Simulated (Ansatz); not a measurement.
Abridged output of a molecular run in Ansatz:

```
Functional definition: HF
2179 factors; integrals over basis functions are off by at most 7.5e-4 eV
mean field evaluation 1: about -18459.1146 eV, gradient 5.3e1 eV
mean field evaluation 2: about -18459.2245 eV, gradient 5.4e1 eV
mean field evaluation 4: about -18464.6217 eV, gradient 3.5e0 eV
mean field evaluation 8: about -18464.6951 eV, gradient 5.3e-1 eV
mean field -18464.69633416 eV, -678.5650744596 hartree, gradient 2.1e-6 eV, S^2 0.000000; 0 other end points of the search recorded, 0 dependent functions left out
11 core orbitals not correlated: weight in the atoms' cores, before any rotation towards them, 1.000 or more for the frozen orbitals, at most 0.000 for the correlated occupied ones
reference -18464.69633416 eV, -678.5650744596 hartree; 17, 17 occupied and 328, 328 virtual orbitals, 2179 factors
second order -32.28811245 eV of doubles, -0.00000000 eV of singles
cycle   1  -30.68899094 eV  change     1.6e0 eV  update   1.4e-1
cycle   2  -31.44369944 eV  change   -7.5e-1 eV  update   4.9e-2
cycle   3  -31.63532279 eV  change   -1.9e-1 eV  update   2.5e-2
cycle   4  -31.61119204 eV  change    2.4e-2 eV  update   7.7e-3
cycle   5  -31.59703363 eV  change    1.4e-2 eV  update   3.5e-3
cycle   6  -31.59925336 eV  change   -2.2e-3 eV  update   1.4e-3
cycle   7  -31.60046870 eV  change   -1.2e-3 eV  update   5.5e-4
cycle   8  -31.59998302 eV  change    4.9e-4 eV  update   2.2e-4
cycle   9  -31.59988248 eV  change    1.0e-4 eV  update   6.5e-5
cycle  10  -31.60002586 eV  change   -1.4e-4 eV  update   3.4e-5
cycle  11  -31.59994818 eV  change    7.8e-5 eV  update   1.3e-5
cycle  12  -31.59995474 eV  change   -6.6e-6 eV  update   5.6e-6
perturbative correction -1.03982916 eV, -0.0382130168 hartree
Total energy: -18497.33611805 eV, -679.7645643937 hartree
```

Its atoms:

Cartesian coordinates in Å:
```
F -1.210 -0.964 2.115
Sn -0.693 -2.262 0.762
O 0.105 -0.948 -0.456
Si 0.380 0.665 -0.568
H -0.897 1.428 -0.554
H 1.234 1.143 0.552
H 1.081 0.938 -1.851
```

(1) Which basis set was used?
A. def2-QZVPP
B. cc-pV(T+d)Z
C. def2-TZVPP
D. def2-SVPD

(2) Write the keys of the input that set method, charge and spin (a neutral closed shell needs none for the last two).

Results:

(1) A. It gives 356 functions.

(2) 
```yaml
correlation: {method: ccsd_t}
```
